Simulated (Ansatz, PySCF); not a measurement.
Si(Cl)2 cation (Cl2Si), SMILES Cl[Si]Cl (connectivity only; charge and spin as stated), charge +1, multiplicity 2. Atoms are numbered in the order given.

```xyz
3

Si     0.0000     0.0000     0.6608
Cl     0.0000     1.7236    -0.2836
Cl     0.0000    -1.7236    -0.2836
```
Charge +1, spin multiplicity 2.

Geometry optimised at r2SCAN-D4/def2-TZVP. The spin state was assumed, not searched. The isomer is the one that the SMILES or the coordinates give; other isomers of the formula were not compared.

Two levels are set side by side: PBE-D3(BJ)/def2-TZVP (Ansatz, a program for electronic structure) and r2SCAN-D4/def2-TZVP (Ansatz). Each level has its own optimised geometry; the coordinates shown are those of the second. Frequencies come from the Hessian of PySCF at each geometry. Differences are taken from unrounded values.

| quantity | r2SCAN-D4 | PBE-D3(BJ) | PBE-D3(BJ) minus r2SCAN-D4 |
|---|---|---|---|
| mean bond length (Å) | 1.965 | 1.984 | 0.019 |
| bond Si1–Cl2 (Å) | 1.965 | 1.984 | 0.019 |
| bond Si1–Cl3 (Å) | 1.965 | 1.984 | 0.019 |
| highest harmonic wavenumber (cm⁻¹) | 718 | 684 | -34 |
| mean harmonic wavenumber (cm⁻¹) | 484 | 459 | -25 |
| zero-point energy (kcal/mol) | 2.08 | 1.97 | -0.11 |
